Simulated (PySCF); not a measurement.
**MgCd⁺: one state, many levels of theory**

State: ²Σ⁺ (doublet), unpaired electrons σ ↑. Set-up: basis Mg cc-pVDZ, Cd cc-pVDZ-PP with ECP28; scalar-relativistic core potentials; PySCF 2.14. De refers to Mg⁺ + Cd in their ground configurations, without counterpoise correction. The functionals are run spin-unrestricted. A positive dipole points towards Cd; it is taken about the centre of mass and depends on that origin.

```csv
Level,Re (Å),ωe (cm⁻¹),De (eV),μ (D)
ROHF,3.074,149,0.69,-5.23
ROHF-MP2,2.933,166,0.75,n/a
ROHF-SCS-MP2,2.953,164,0.75,n/a
PBE,2.928,162,1.01,-6.13
TPSS,2.927,164,1.07,-5.88
r²SCAN,2.900,170,0.98,-6.23
TPSSh,2.928,165,1.07,-5.81
B3LYP,2.952,156,0.90,-6.21
PBE0,2.926,168,1.01,-5.90
ωB97X,2.948,166,0.79,-6.03
```

What does a quarter of exact exchange do here, going from PBE to PBE0?

PBE0 less PBE: -0.2 pm in Re, +3.7 % in ωe, +0.00 eV in De. Exact exchange removes part of the self-interaction that spreads semilocal densities, and in most molecules shortens and stiffens the bond and lowers De; so it does here.

What does a tenth of exact exchange do here, going from TPSS to TPSSh?

TPSSh less TPSS: +0.1 pm in Re, +0.6 % in ωe, +0.00 eV in De. Exact exchange removes part of the self-interaction that spreads semilocal densities, and in most molecules shortens and stiffens the bond and lowers De; so it does here.

What does second-order correlation do here, going from ROHF to ROHF-MP2?

ROHF-MP2 less ROHF: -14.1 pm in Re, +11.4 % in ωe, +0.06 eV in De. Correlation nearly always deepens the well. The bond shortens, as in weak, metallic or heavy-atom bonds, where dispersion and the correlation of outer-core electrons pull the atoms together.

Correlated steps freeze 1 core orbital. Correlated levels converge slowly with the basis: in double zeta they bind strong bonds too weakly, by up to about 1 eV, and carry superposition errors of some tenths. Spin–orbit coupling is left out. For an ion De counts to the pair picked by the measured ionisation energies or electron affinities, which need not be the lowest pair at this level. The state is the lowest determinant that a PBE0 search found; another state may lie lower at other levels.

The whole job (state search and all levels along the bond) took about 1.2 min on 1 thread of Oxide Virtual Turin-like (shared host), peak memory 0.78 GiB.
